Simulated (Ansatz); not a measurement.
A nudged elastic band was laid between two geometries of AlFH₆OSi (10 atoms, charge 0, multiplicity 1).

Computed with RKS PBE-D4/cc-pVDZ in Ansatz.

| Item | Value |
| --- | --- |
| movable images | 2 |
| climbing image | no |
| spring | 5.0 eV/Å² |
| optimiser | quadratic models (default) |
| start path | through a guess of the saddle point |
| force threshold | 0.05 eV/Å |
| iteration limit | 60 |
| end points | relaxed |

Image 0:

```xyz
10
Properties=species:S:1:pos:R:3
Al 0.149 0.013 -0.018
F -0.304 0.362 1.637
H 1.687 0.287 -0.373
H -1.051 0.104 -1.084
O 0.047 -1.929 0.620
Si -0.748 -3.368 0.008
H 0.337 -4.317 -0.410
H -1.563 -3.921 1.144
H -1.602 -2.953 -1.153
H -0.216 -1.647 1.534
```

Image 3:

```xyz
10
Properties=species:S:1:pos:R:3
Al -0.048 -0.003 0.092
F 0.020 0.171 1.828
H 1.225 0.565 -0.697
H -1.532 -0.085 -0.531
O 0.321 -1.983 0.451
Si -0.730 -3.295 -0.062
H -0.115 -4.565 0.457
H -2.112 -3.091 0.494
H -0.693 -3.214 -1.557
H 0.400 -1.869 1.431
```

**Question.** What changes between the two ends?

**Answer.** No bond is made or broken.

**Question.** What energy profile does the band end with?

**Answer.** It converged. The highest image is number 0 of 0 to 3, 0.000 eV above the first end and 0.032 eV above the last; the last end lies 0.032 eV below the first. The highest image is an end point: on this band no image between the ends rises above it. So few images can step over the top or miss a turn of the path.

```tsv
image	path coordinate (Å)	energy (eV)
0	0.00	0.000
1	0.80	-0.006
2	1.59	-0.022
3	2.39	-0.032
```

Run time: 74 s on 2 threads of Arm Neoverse N1 (shared host), peak memory 0.13 GiB.
